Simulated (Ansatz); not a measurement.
Start from `OC[SiH2]O` and change one atom or group to get `O[SiH2]CBr`.

Ansatz, PBE0-D4/def2-TZVP geometries, multiplicity 1. Each molecule was computed in one conformer, which needn't be the lowest.

Scalar relativity is left out up to krypton. Spin–orbit coupling is left out; it splits and shifts lone-pair levels of the heavy atoms by tenths of an eV.

| property | `OC[SiH2]O` |
| --- | --- |
| size of the dipole moment (B3LYP/def2-TZVPP) / D | 2.45 |
| ideal-gas entropy at 298 K and 1 bar (rigid rotor, harmonic PBE0-D4/def2-TZVP) / J/(mol·K) | 325 |
| size of the dipole moment (ωB97M-V/def2-TZVPP) / D | 2.47 |
| LUMO energy (ωB97M-V/def2-TZVPP) / eV | 1.58 |
| LUMO energy (PBE/def2-TZVPP) / eV | -0.90 |
| HOMO–LUMO gap (PBE0/def2-TZVPP) / eV | 7.45 |

(1) What does the change do to each property? (Estimate.)

Results:

(1) Computed: 
```csv
property,`O[SiH2]CBr`,shift
size of the dipole moment (B3LYP/def2-TZVPP) / D,2.25,-0.20
"ideal-gas entropy at 298 K and 1 bar (rigid rotor, harmonic PBE0-D4/def2-TZVP) / J/(mol·K)",340,15
size of the dipole moment (ωB97M-V/def2-TZVPP) / D,2.27,-0.20
LUMO energy (ωB97M-V/def2-TZVPP) / eV,1.37,-0.21
LUMO energy (PBE/def2-TZVPP) / eV,-1.42,-0.52
HOMO–LUMO gap (PBE0/def2-TZVPP) / eV,7.35,-0.10
```

With PBE0 the HOMO falls by 0.34 eV and the LUMO falls by 0.44 eV, so the gap narrows by about 0.10 eV. PBE moves the HOMO by -0.59 eV and ωB97M-V by -0.22 eV. The zero-point energy changes by -37.1 kJ/mol with -3 modes. Dipoles are sizes alone; their direction can turn.

B3LYP here is the variant with VWN-RPA as its local correlation; programs differ in this.
